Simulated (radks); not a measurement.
The numbers below are computed, except where a source is named.
Q: Species: Au+. Configuration: [Xe] 4f14 5d10 (the NIST ground configuration). Level of theory: Dirac Kohn-Sham, PBE, spin-unpolarised, spherical densities, finite nucleus; Fermi nuclear charge, rms radius 5.4371 fm (a radial shooting solver on a logarithmic mesh with Libxc functionals). Some entries of the table are withheld. Estimate them.

| orbital | occ. | eigenvalue (eV) | <r> (bohr) | <r^2> (bohr^2) |
|---|---|---|---|---|
| 1s1/2 | 2 | -80618.09 | 0.01687 | 0.0003934 |
| 2s1/2 | 2 | -14220.59 | 0.07047 | 0.005940 |
| 2p1/2 | 2 | -13641.25 | (1) | 0.004202 |
| 2p3/2 | 4 | -11805.77 | (2) | 0.005390 |
| 3s1/2 | 2 | -3362.542 | 0.1833 | 0.03857 |
| 3p1/2 | 2 | -3101.058 | 0.1736 | 0.03516 |
| 3p3/2 | 4 | -2696.033 | 0.1893 | 0.04158 |
| 3d3/2 | 4 | -2260.346 | 0.1648 | 0.03190 |
| 3d5/2 | 6 | -2173.289 | 0.1696 | 0.03364 |
| 4s1/2 | 2 | -736.3692 | 0.4070 | 0.1871 |
| 4p1/2 | 2 | -624.6519 | 0.4094 | (3) |
| 4p3/2 | 4 | -527.5302 | 0.4434 | (4) |
| 4d3/2 | 4 | -344.3814 | (5) | (6) |
| 4d5/2 | 6 | -326.2919 | (7) | (8) |
| 5s1/2 | 2 | -116.5244 | 0.9287 | 0.9682 |
| 4f5/2 | 6 | -91.4755 | 0.4953 | 0.2975 |
| 4f7/2 | 8 | -87.6646 | 0.5023 | 0.3061 |
| 5p1/2 | 2 | -80.3406 | 1.005 | 1.142 |
| 5p3/2 | 4 | -63.9055 | 1.104 | 1.381 |
| 5d3/2 | 4 | -16.2990 | 1.536 | 2.806 |
| 5d5/2 | 6 | -14.7316 | 1.606 | 3.079 |

A: 
(1) 2p1/2 <r> (bohr): 0.05798
(2) 2p3/2 <r> (bohr): 0.06653
(3) 4p1/2 <r^2> (bohr^2): 0.1909
(4) 4p3/2 <r^2> (bohr^2): 0.2236
(5) 4d3/2 <r> (bohr): 0.4519
(6) 4d3/2 <r^2> (bohr^2): 0.2362
(7) 4d5/2 <r> (bohr): 0.4631
(8) 4d5/2 <r^2> (bohr^2): 0.2479
